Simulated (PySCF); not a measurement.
One of the candidates below gave these computed data.

All candidates are C8H10S.

| technique | computed result |
| --- | --- |
| Dipole | 0.43 D [CAM-B3LYP/def2-SVPD] |
| Polarisability | 112.5 au [CAM-B3LYP/def2-SVPD] |
| UV, first state | lowest singlet excitation: 4.34 eV (286 nm, f = 0.159) [TDDFT CAM-B3LYP/def2-SVPD] |
| Rotational structure | rotational constants A, B, C: 2.249, 1.240, 0.857 GHz [PBE0-D3(BJ)/def2-SVP] |

Gas-phase values; electronic properties from PySCF, density fitting. Levels stand in brackets. Geometry: PBE0-D3(BJ)/def2-SVP, one conformer, isolated molecule.

Task: Which candidate is it?
A. `CSCc1ccccc1`
B. `C/C=C1C=CC\1=C\SC`
C. `CSC1=CC=CC12CC2`
D. `CCc1ccccc1S`

Result: C. It is `CSC1=CC=CC12CC2`. Numbering: `[CH3:1][S:2][C:3]1=[CH:4][CH:5]=[CH:6][C:7]12[CH2:8][CH2:9]2`. Its formula, C8H10S, gives 4 degrees of unsaturation: 2 rings and 2 π bonds in the structure found. The optimised geometry has point group Cs and is an asymmetric top.

The others, at the same levels:
- `C/C=C1C=CC\1=C\SC` fails: its computed static isotropic polarisability is 127.5 au (against 112.5 au), rotational constant A is 2.393 GHz (against 2.249 GHz) and smallest rotational constant is 0.602 GHz (against 0.857 GHz).
- `CSCc1ccccc1` fails: its computed lowest singlet excitation is 5.27 eV (235 nm, f = 0.013) (against 4.34 eV), rotational constant A is 2.962 GHz (against 2.249 GHz) and smallest rotational constant is 0.782 GHz (against 0.857 GHz).
- `CCc1ccccc1S` fails: its computed lowest singlet excitation is 5.00 eV (248 nm, f = 0.020) (against 4.34 eV), static isotropic polarisability is 114.4 au (against 112.5 au) and rotational constant A is 1.851 GHz (against 2.249 GHz).

Each candidate is one conformer, not necessarily the lowest. Dipoles, sizes and rotational constants follow the conformer. The torsions of the flexible species, by atom-mapped SMILES:
- `[CH3:1][S:2][C:3]1=[CH:4][CH:5]=[CH:6][C:7]12[CH2:8][CH2:9]2`: C1–S2–C3–C4 0°
- `[CH3:1]/[CH:2]=[C:3]1[CH:4]=[CH:5][C:6]\1=[CH:7]\[S:8][CH3:9]`: C6–C7–S8–C9 180°
- `[CH3:1][S:2][CH2:3][c:4]1[cH:5][cH:6][cH:7][cH:8][cH:9]1`: C1–S2–C3–C4 58°, S2–C3–C4–C5 -118°
- `[CH3:1][CH2:2][c:3]1[cH:4][cH:5][cH:6][cH:7][c:8]1[SH:9]`: C1–C2–C3–C4 95°, H–S9–C8–C7 2°
